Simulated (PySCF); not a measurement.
Job for PySCF: D3(BJ) and D4 dispersion corrections on GeH5NTe (SMILES N[Te][GeH3]), a point of a torsion scan.

```python
from pyscf import gto
from pyscf.dispersion import dftd3, dftd4

mol = gto.M(
    atom='''
    N     2.10623942   -0.13283255    0.20834772
    Te    0.61445820   -0.14517859    1.62751846
    Ge   -1.33819609    0.03733059    0.04589184
    H     2.07949858    0.72065284   -0.33565538
    H     1.98841835   -0.89733973   -0.44537074
    H    -1.15714731   -0.79618769   -1.19496190
    H    -2.62423266   -0.40838448    0.66829982
    H    -1.62339955    1.41453030   -0.49745492
    ''',
    basis='def2-svp',
    charge=0, spin=0, verbose=0, max_memory=1800)
d3, d4 = {}, {}
for xc in ['hf', 'pbe', 'blyp', 'revpbe', 'tpss', 'r2scan', 'b3lyp', 'pbe0', 'bhlyp', 'camb3lyp', 'b2plyp']:
    d3[xc] = float(dftd3.DFTD3Dispersion(mol, xc=xc, version='d3bj', atm=False).get_dispersion()['energy'])
    print(f'D3(BJ) {xc:10s} {d3[xc]:14.8f} Eh')
for xc in ['hf', 'pbe', 'blyp', 'revpbe', 'tpss', 'r2scan', 'b3lyp', 'pbe0', 'bhlyp', 'camb3lyp', 'b2plyp']:
    d4[xc] = float(dftd4.DFTD4Dispersion(mol, xc={'camb3lyp': 'cam-b3lyp'}.get(xc, xc), atm=True).get_dispersion()['energy'])
    print(f'D4     {xc:10s} {d4[xc]:14.8f} Eh')
```

Output:

```
D3(BJ) hf            -0.05213260 Eh
D3(BJ) pbe           -0.00649394 Eh
D3(BJ) blyp          -0.01498655 Eh
D3(BJ) revpbe        -0.01524507 Eh
D3(BJ) tpss          -0.00858409 Eh
D3(BJ) r2scan        -0.00181295 Eh
D3(BJ) b3lyp         -0.01255774 Eh
D3(BJ) pbe0          -0.00603003 Eh
D3(BJ) bhlyp         -0.01113394 Eh
D3(BJ) camb3lyp      -0.00616594 Eh
D3(BJ) b2plyp        -0.00659297 Eh
D4     hf            -0.02072775 Eh
D4     pbe           -0.00647027 Eh
D4     blyp          -0.01383168 Eh
D4     revpbe        -0.01661454 Eh
D4     tpss          -0.00865605 Eh
D4     r2scan        -0.00144689 Eh
D4     b3lyp         -0.01061629 Eh
D4     pbe0          -0.00551428 Eh
D4     bhlyp         -0.00957004 Eh
D4     camb3lyp      -0.00573570 Eh
D4     b2plyp        -0.00447002 Eh
```

The run finished.

Cost: very roughly 0.020 core-seconds.
